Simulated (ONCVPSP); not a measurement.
## Before and after: ONCV potential for calcium (Ca)

```
Element                 : calcium (Ca)
Generator               : ONCVPSP 4.0.1
Type                    : optimised norm-conserving Vanderbilt (ONCV)
Functional              : PBE
Relativity              : scalar-relativistic
Frozen core             : [Ne]
Valence charge          : 10
Reference configuration : 3s2 3p6 4s1 4p1
Partial waves           : 3s+4s: rc 2.20 bohr, ncon 4, nbas 8, qcut 6.1 1/bohr, 2 projectors; 3p+4p: rc 2.50 bohr, ncon 4, nbas 9, qcut 6.4 1/bohr, 2 projectors; d scattering state at 0.08 Ha: rc 2.20 bohr, ncon 4, nbas 7, qcut 4.7 1/bohr, local
Local potential         : the d channel
Core correction         : none
```

In the d channel the program set the typed energies aside and used -0.111 Ha.

Change: all radii scaled by about 1.20 (s 2.64, p 3.00, d 2.64 bohr).

Cutoffs: the cutoffs (Ha) at which the residual kinetic energy of the hardest occupied pseudo-wave falls to 1 and 0.1 mHa per electron; they do not see the model core or the augmentation charge, which bear on the density cutoff. Errors are all-electron minus pseudo energies relative to the spin-unpolarised reference configuration.

Task: What does the change do?

Result: The potential gets softer (12 Ha and 15 Ha → 10 Ha and 13 Ha); both files keep a bound ghost (s); of the 4 tests that both files solve, the error grows in 4 and shrinks in 0 by more than 15 % and 0.3 meV (median size 0.4 → 1.8 meV). A larger radius leaves more room for a smooth pseudo-wave, so fewer plane waves are needed. More of the atom is replaced by a form fitted at one configuration, so other configurations suffer.

```csv
quantity,base,changed
"cutoff, loose",12 Ha,10 Ha
"cutoff, tight",15 Ha,13 Ha
loose cutoff by channel,"s 5.8 Ha, p 12 Ha","s 6.8 Ha, p 10 Ha"
bound ghosts,s,s
GHOST(+) flags under 300 eV,none,none
"error for 3s2 3p6 4s2 4p0, meV [ΔE -2.42 eV]",-0.5,-2.0
"error for 3s2 3p6 4s1 4p0, meV [ΔE 3.89 eV]",-0.4,-1.2
"error for 3s2 3p6 4s0 4p0, meV [ΔE 15.71 eV]",-2.2,-9.4
"error for 3s2 3p6 4s0 4p2, meV [ΔE 2.53 eV]",-0.3,-1.7
```

 A true bound ghost makes a file unfit for plane-wave use even where its test errors are small: the radial tests pick states by their node count and pass the ghost by.
